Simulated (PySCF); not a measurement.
# A survey of 15N NMR shifts

[PySCF 2.14.0 with density-fitted response routines: GFN2-xTB geometry; NMR shieldings at PBE0/pcSseg-1/GIAO; non-relativistic Hamiltonian; one conformer; isolated molecule; one averaged value for each set of equivalent atoms]

Shieldings were converted by a linear fit to measured shifts: 15N (scatter 6.3 ppm rms vs CH3NO2, solution or neat liquid). Occasional misses reach two or three times the rms, and more in compound classes unlike the fitted ones.

(1) Give the 15N shifts of `C=NCC(C)(C)C`, `C=Nc1ccc(C)cc1F`, `C=CC[Si@@H](N)OC`, `C=N[C@H](C)CCC`, `C=N[C@H](C)CCC`.

(2) Order these by 15N shift, lowest first.
A. C#C[C@@H](C)[C@@H](F)/C=C/C#N
B. C=Nc1cccc(CF)c1
C. C=C(C)O[SiH2]NC
D. C=N[Si@H](C)OCC
E. C[C@@H](N)C1CCC1

## Answers

(1) 
| compound | environment | δ (ppm) |
| --- | --- | --- |
| C=NCC(C)(C)C | imine nitrogen | -11.8 |
| C=Nc1ccc(C)cc1F | imine nitrogen | -29.5 |
| C=CC[Si@@H](N)OC | nitrogen bonded to Si, 2 H | -376.0 |
| C=N[C@H](C)CCC | imine nitrogen | -1.3 |
| C=N[C@H](C)CCC | imine nitrogen | -1.3 |

(2) C (-383.5 ppm, nitrogen bonded to C, Si, H), E (-343.7 ppm, amine nitrogen), A (-98.3 ppm, nitrile nitrogen), B (-14.1 ppm, imine nitrogen), D (10.8 ppm, imine nitrogen).
